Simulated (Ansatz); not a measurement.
Pd₂O₂⁺. Total charge 1; doublet. Geometry r2SCAN-D4/def2-TZVP; atoms count from 1.

```xyz
4

Pd   -1.227   -0.546   -0.510
Pd    1.227    0.546    0.509
O    -0.322    1.119   -0.425
O     0.321   -1.120    0.426
```

In the def2 sets Pd takes a core potential; there is no spin–orbit coupling. The relaxed charge 1 doublet is spin-contaminated (final ⟨S²⟩ up to 1.00, 0.75 for a pure state). No other spin state of charge 1 was run. Another isomer (singlet) lies 0.05 eV lower at PBE0-D4/def2-TZVP.

Estimate the Mulliken populations from the PBE0/def2-TZVP orbitals of Ansatz.


```json
{"atom": "Pd1", "charge (e)": "0.96", "spin (α − β)": "0.22", "d electrons": "8.65"}
{"atom": "Pd2", "charge (e)": "0.96", "spin (α − β)": "0.22", "d electrons": "8.65"}
{"atom": "O3", "charge (e)": "-0.41", "spin (α − β)": "0.93", "d electrons": "–"}
{"atom": "O4", "charge (e)": "-0.51", "spin (α − β)": "-0.36", "d electrons": "–"}
```
Mulliken values and Mayer orders depend strongly on the basis.

Where does the spin sit?

Summed by element: Pd 0.44, O 0.56, of 1 unpaired in all. Largest on single atoms: O3 0.93, O4 -0.36, Pd2 0.22.

And the Mayer bond orders between bonded heavy atoms (over 0.3)?

Pd1–O3 0.85 (1.90 Å); Pd1–O4 0.87 (1.90 Å); Pd2–O3 0.85 (1.90 Å); Pd2–O4 0.87 (1.90 Å).
